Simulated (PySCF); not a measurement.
Ga(F)2(SeH) (F2GaHSe), SMILES [Ga]([F])([SeH])[F]. Atoms are numbered in the order given.

```xyz
5

Ga     0.0030     0.7482     0.0000
F      1.4496     1.7182     0.0000
F     -1.4928     1.6440     0.0000
Se     0.0504    -1.5261     0.0000
H     -1.4168    -1.5657     0.0000
```
Charge 0, spin multiplicity 1.

Geometry optimised at ωB97X-D3(BJ)/def2-SVP. The structure was generated by enumeration; whether it is a known compound was not checked. The values are those of a single conformer.

These are PBE0/def2-TZVPD in PySCF values and carry that method's errors.

Isolated molecule, no solvent.

```
Quantity                                                                                                       Result
---------------------------------------------------------------------------------------------  ----------------------
total energy                                                                                      -4526.18963 hartree
point group                                                                                                        Cs
highest occupied level                                                                                       -8.22 eV
lowest empty level                                                                                           -1.89 eV
orbital gap                                                                                                   6.32 eV
dipole moment                                                                                                  2.57 D
quadrupole, principal values (traceless, Buckingham form, about the centre of nuclear charge)  -4.92, -0.91, 5.83 D·Å
mean static polarisability                                                                       54.0 bohr³ (8.00 Å³)
polarisability, principal values                                                               44.6, 50.0, 67.3 bohr³
```
